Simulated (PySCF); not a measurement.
## Working out the ionisation energy of I²⁺

I²⁺ [Kr] 4d10 5s2 5p3 (4S) → I³⁺ [Kr] 4d10 5s2 5p2 (3P). Computed with PySCF 2.14 in aug-cc-pwCVTZ-PP with ECP28MDF, with scalar relativity through the core potential. Frozen: 4s2 4p6 4d10. Energies in hartree (1 hartree = 27.21139 eV):

| part | I²⁺ (lower) | I³⁺ (upper) |
| --- | --- | --- |
| UHF | -293.662518 | -292.565873 |
| CCSD correlation | -0.081179 | -0.065062 |
| (T) | -0.002230 | -0.001283 |

Q: What does Hartree-Fock give?

A: (-292.565873) − (-293.662518) = 1.096645 hartree = 29.841 eV.

Q: What do CCSD and CCSD(T) give?

A: The CCSD correlation energies differ by 0.016117 hartree = 0.439 eV and the triples by 0.000947 hartree = 0.026 eV, so CCSD gives 30.280 eV and CCSD(T) 30.306 eV.

Reference: 29.57 ± 0.025 eV (measured; NIST Atomic Spectra Database, ionization energies), between the lowest levels; spin-orbit coupling is absent from the calculation.

What remains against the reference includes basis incompleteness, the frozen core and higher excitations.
